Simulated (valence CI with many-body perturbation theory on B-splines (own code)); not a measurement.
## I46+: one-electron terms

Computed by valence CI with perturbative core correlation (CI+MBPT): five valence electrons over a frozen Dirac-Fock core [He], radial functions for each j: 9 s, 9 p, 8 d, 6 f, 3 g, 1 h, with the one-electron correlation potential Σ1, the two-electron term Σ2, the three-electron term Σ3, Breit, model QED; selected CI, second order for the rest (own B-spline code, finite nucleus).

No measured spectrum was set against this ion. As an estimate, large intervals hold to a few tenths of a per cent, small ones and those within an open d or f shell to about a per cent. Among the levels kept, up to 1300 cm⁻¹ of a level comes from second order outside the variational space, and about a tenth of that is noise between levels of different J, which matters for small intervals.

These are the spectroscopic orbitals of the CI (the correlating ones are not listed), shaped by the core and the other valence electrons. h is the expectation value of the core's Dirac-Fock operator, without the valence repulsion; Σ1 is computed up to l = 3 at one energy for each symmetry, that of its lowest orbital but kept below the first core excitation, so for empty shells it is not the orbital's own correlation shift; Breit and QED include the response of the core.

```tsv
Orbital	h (hartree)	Σ1 (cm⁻¹)	Breit (cm⁻¹)	QED (cm⁻¹)	⟨r⟩ (bohr)
2s1/2	-346.42	-1359	40691	44308	0.1123
3s1/2	-151.36	-327	11132	12555	0.2622
4s1/2	-84.196	-127	4423	5106	0.4769
5s1/2	-53.495	-62.6	2210	2565	0.7547
2p1/2	-342.04	-3375	80947	-520	0.09416
3p1/2	-150.08	-744	21519	-243	0.2461
4p1/2	-83.661	-284	8581	-106	0.4626
5p1/2	-53.222	-139	4283	-54.6	0.7423
2p3/2	-329.19	-2614	31198	4173	0.09927
3p3/2	-146.28	-578	8361	1078	0.2533
4p3/2	-82.066	-221	3718	432	0.4722
5p3/2	-52.41	-108	1865	217	0.7541
3d3/2	-145.68	-258	735	-144	0.2157
4d3/2	-81.813	-110	401	-46.3	0.4362
5d3/2	-52.28	-56.5	207	-20.8	0.7200
3d5/2	-144.55	-236	240	355	0.2181
4d5/2	-81.335	-100	130	162	0.4392
5d5/2	-52.035	-51.4	64.0	85.2	0.7236
4f5/2	-81.213	-20.6	3.9	-53.4	0.3794
5f5/2	-51.979	-11.7	3.3	-26.4	0.6647
4f7/2	-80.982	-19.9	1.1	46.1	0.3809
5f7/2	-51.86	-11.2	0.9	24.7	0.6665
5g7/2	-51.841		0.0	-16.7	0.5826
5g9/2	-51.771		0.0	13.4	0.5837
```

Among the shells of the start configuration 2s2 2p3, Σ1 is largest in size for 2p1/2, where it is 0.0045 % of h.

Lowest root of each symmetry, sizes in configuration state functions:

```csv
J,Parity,Roots,Reference,Variational,Second order,Change by selected CI (cm⁻¹),Change by second order (cm⁻¹)
1/2,even,13,59,39994,217971,-37512,-56
3/2,even,16,86,39993,375546,-38646,-368
5/2,even,13,79,39971,513757,-31756,-464
7/2,even,5,46,39991,371796,-37562,-338
9/2,even,2,22,38015,210477,-37593,-20
1/2,odd,13,58,39999,180349,-31731,-67
3/2,odd,17,87,39999,467295,-30566,-191
5/2,odd,12,72,39998,376687,-30703,-483
7/2,odd,6,44,40000,308693,-36018,-505
9/2,odd,2,17,36121,243769,-29287,-39
```
